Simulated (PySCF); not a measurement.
Problem. Write Cartesian coordinates for InChI=1S/C5H6FN/c1-5(4-6)2-3-7/h1-2,4H2 as optimised with GFN2-xTB.

Solution. 
```xyz
13
C5H6FN angstrom
C     -0.3932    1.6570   -0.2338
C     -0.2309    0.3478   -0.1543
C     -1.2869   -0.5701    0.3954
F     -1.6150   -1.5350   -0.5329
C      1.0369   -0.3469   -0.5901
C      1.7579   -0.8092    0.5713
N      2.3070   -1.1625    1.5090
H      0.3820    2.3031   -0.6092
H     -1.3048    2.1363    0.0788
H     -0.9173   -1.1058    1.2789
H     -2.2085   -0.0335    0.6371
H      0.7904   -1.2134   -1.2122
H      1.6781    0.3326   -1.1557
```

Any rigid rotation of these coordinates is as good. Atoms count from 1 in this order. Of the pairs four or more bonds apart, F4···H12 is among the closest relative to their van der Waals radii: 2.52 Å, 94 % of the sum of Bondi's values. The C–C distances run from 1.322 Å (C1=C2, drawn double) to 1.510 Å (C2–C5, drawn single), a spread of 0.188 Å.

Bonds between heavy atoms (Å): C1=C2 1.322, C2–C3 1.503, C3–F4 1.379, C2–C5 1.510, C5–C6 1.443, C6≡N7 1.143.

Structure optimised with GFN2-xTB, isolated species.

Point group: C1 (no symmetry element, even within 0.4 Å). GFN2-xTB frequencies: not computed here. One conformer, not necessarily the lowest (C1–C2–C3–F4 124°, C1–C2–C5–C6 108°).
